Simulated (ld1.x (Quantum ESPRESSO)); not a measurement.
Transferability test, TM semilocal potential for Rh

rhodium, norm-conserving Troullier–Martins (semilocal form), made with ld1.x (Quantum ESPRESSO) 7.5 (LDA (PZ), scalar-relativistic). Core [Kr], reference 4d8 5s0.5 5p0.5. Waves: 5p (bound): rc 3.45 bohr; 4d (bound): rc 1.55 bohr; 5s (bound): rc 2.30 bohr. Local part: the s channel. Core correction: Bessel-smoothed model core inside 0.70 bohr.

Energies are relative to the spin-unpolarised reference configuration 4d8 5s0.5 5p0.5; without spin polarisation the order of configurations can differ from experiment. Spin-polarised rows fill each open shell by Hund’s rule, majority spin first. The frozen-core shift is the all-electron ΔE with the core orbitals held at their reference shape minus the fully relaxed ΔE.

(1) Give the all-electron excitation energy and the error of the potential for: 4d8 5s1 5p0; 4d8 5s0 5p0; 4d7 5s0 5p0; 4d8 5s0.5 5p0; 4d7 5s1 5p0; 4d5 5s0 5p0; 4d8 5s0 5p1; 4d8 5s0.5 5p0.5 (spin-polarised); 4d8 5s1 5p0 (spin-polarised).

Answers

(1)

```json
{"valence configuration": "4d8 5s1 5p0", "charge": "0", "ΔE all-electron (eV)": "-1.834", "error AE − PS (meV)": "-0.2", "frozen-core shift (meV)": "-0.3"}
{"valence configuration": "4d8 5s0 5p0", "charge": "+1", "ΔE all-electron (eV)": "5.958", "error AE − PS (meV)": "-8.5", "frozen-core shift (meV)": "+2.2"}
{"valence configuration": "4d7 5s0 5p0", "charge": "+2", "ΔE all-electron (eV)": "25.725", "error AE − PS (meV)": "-38", "frozen-core shift (meV)": "+55"}
{"valence configuration": "4d8 5s0.5 5p0", "charge": "+0.5", "ΔE all-electron (eV)": "1.245", "error AE − PS (meV)": "-1.0", "frozen-core shift (meV)": "+0.4"}
{"valence configuration": "4d7 5s1 5p0", "charge": "+1", "ΔE all-electron (eV)": "9.509", "error AE − PS (meV)": "-48", "frozen-core shift (meV)": "+40"}
{"valence configuration": "4d5 5s0 5p0", "charge": "+4", "ΔE all-electron (eV)": "105.610", "error AE − PS (meV)": "-948", "frozen-core shift (meV)": "+1120"}
{"valence configuration": "4d8 5s0 5p1", "charge": "0", "ΔE all-electron (eV)": "1.904", "error AE − PS (meV)": "-0.7", "frozen-core shift (meV)": "+0.4"}
{"valence configuration": "4d8 5s0.5 5p0.5 (spin-polarised)", "charge": "0", "ΔE all-electron (eV)": "-0.811", "error AE − PS (meV)": "+17", "frozen-core shift (meV)": "+1.1"}
{"valence configuration": "4d8 5s1 5p0 (spin-polarised)", "charge": "0", "ΔE all-electron (eV)": "-2.717", "error AE − PS (meV)": "+19", "frozen-core shift (meV)": "+1.0"}
```

A variational frozen-core shift is positive and of second order in the change. This column holds negative values, so the frozen-core run of ld1.x carries numerical noise or an error of first order here, and the column gives no more than the rough size of the effect.
